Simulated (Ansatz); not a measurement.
Gas-phase electronic energies from Ansatz, PBE0-D4/def2-TZVP geometries. CBS: MP2 limit from def2 TZ/QZ plus the TZ coupled-cluster correction, frozen cores. This one scheme is used for every species. Functionals use def2-TZVPP. For As outer-core shells are correlated without core-valence functions, which leaves a few kJ/mol of doubt a bond. Scalar relativity is left out up to krypton. One conformer a species, not always the lowest.

Consider the formal hydrolysis of the Si–As bond: `[SiH3][SiH](S)[AsH2]` + H₂O → `O[SiH]([SiH3])S` + `[AsH3]`.

CCSD(T)/CBS gives -49.2 kJ/mol.

(1) Another level gave -48.1 kJ/mol. Which?
A. PBE0/def2-TZVPP
B. PBE-D4/def2-TZVPP
C. HF/def2-TZVPP
D. SCS-MP2/def2-TZVPP

Largest T1 diagnostic among the species: 0.012.

Results:

(1) A. PBE0 -48.1, SCS-MP2/def2-TZVPP -57.7, PBE-D4 -40.5, HF/def2-TZVPP -78.3 kJ/mol.

In def2-TZVPP, CCSD(T) changes the Hartree–Fock value by +24.1 kJ/mol (the triples alone add +3.9 kJ/mol) and MP2 by +28.6 kJ/mol. The D4 term adds +10.3 kJ/mol with B3LYP and +5.8 kJ/mol with PBE0; it sums over pairs of atoms, weighted by their polarisabilities, and B3LYP, whose exchange is more repulsive, gets the larger term.

B3LYP here is the variant with VWN-RPA as its local correlation; programs differ in this.
